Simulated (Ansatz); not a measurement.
`[F][Ge]([F])([SH])[Cl]` and `C[O][Ge]([F])([SH])[Cl]` differ in one atom or group.

Ansatz, PBE0-D4/def2-TZVP geometries, multiplicity 1. Each molecule was computed in one conformer, which needn't be the lowest.

Scalar relativity is left out up to krypton.

```json
{"property": "HOMO–LUMO gap (B3LYP/def2-TZVPP) / eV", "`[F][Ge]([F])([SH])[Cl]`": "6.48"}
{"property": "HOMO energy (PBE/def2-TZVPP) / eV", "`[F][Ge]([F])([SH])[Cl]`": "-7.35"}
{"property": "HOMO energy (PBE0/def2-TZVPP) / eV", "`[F][Ge]([F])([SH])[Cl]`": "-8.69"}
{"property": "HOMO energy (B3LYP/def2-TZVPP) / eV", "`[F][Ge]([F])([SH])[Cl]`": "-8.42"}
{"property": "size of the dipole moment (PBE/def2-TZVPP) / D", "`[F][Ge]([F])([SH])[Cl]`": "2.29"}
{"property": "HOMO–LUMO gap (PBE0/def2-TZVPP) / eV", "`[F][Ge]([F])([SH])[Cl]`": "7.07"}
```

**Question.** Give the same properties after the change, and the shifts. (Estimate.)

**Answer.** Ansatz gave: 
```json
{"property": "HOMO–LUMO gap (B3LYP/def2-TZVPP) / eV", "`C[O][Ge]([F])([SH])[Cl]`": "6.66", "shift": "0.18"}
{"property": "HOMO energy (PBE/def2-TZVPP) / eV", "`C[O][Ge]([F])([SH])[Cl]`": "-6.98", "shift": "0.37"}
{"property": "HOMO energy (PBE0/def2-TZVPP) / eV", "`C[O][Ge]([F])([SH])[Cl]`": "-8.32", "shift": "0.37"}
{"property": "HOMO energy (B3LYP/def2-TZVPP) / eV", "`C[O][Ge]([F])([SH])[Cl]`": "-8.04", "shift": "0.38"}
{"property": "size of the dipole moment (PBE/def2-TZVPP) / D", "`C[O][Ge]([F])([SH])[Cl]`": "1.69", "shift": "-0.60"}
{"property": "HOMO–LUMO gap (PBE0/def2-TZVPP) / eV", "`C[O][Ge]([F])([SH])[Cl]`": "7.26", "shift": "0.19"}
```

With PBE0 the HOMO rises by 0.37 eV and the LUMO rises by 0.57 eV, so the gap widens by about 0.20 eV. PBE moves the HOMO by 0.37 eV and ωB97M-V by 0.34 eV. Dipoles are sizes alone; their direction can turn.

B3LYP here is the variant with VWN-RPA as its local correlation; programs differ in this.
